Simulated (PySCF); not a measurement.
# Au⁺ (gold, charge +1) across methods

[Xe] 4f14 5d9 6s1, high-spin 3D determinant (an excited configuration). Calculation: PySCF 2.14, in x2c-TZVPPall; the spin-free X2C one-electron Hamiltonian (Gaussian nucleus).

```csv
method,E (hartree),mean ε 5d α (eV),mean ε 5d β (eV),mean ε 6s α (eV),Σ⟨r²⟩ (bohr²),⟨S²⟩
r2SCAN,-19014.16,-18.630,-17.486,-15.151,50.94,2.002
PBE,-19014.13,-18.229,-17.224,-14.816,51.27,2.001
LDA,-19002.45,-18.455,-17.513,-15.148,51.26,2.000
UHF,-19008.42195,-24.517,-23.147,-17.149,51.04,2.003
BLYP,-19015.17,-18.030,-17.135,-14.748,51.48,2.000
PBEsol,-19008.42,-18.265,-17.255,-14.903,51.21,2.001
PBE0,-19013.89,-20.037,-18.953,-15.588,51.04,2.001
r2SCAN0,-19013.93,-20.342,-19.174,-15.904,50.84,2.002
```

Spin-orbit coupling, absent here, splits the open shell strongly.
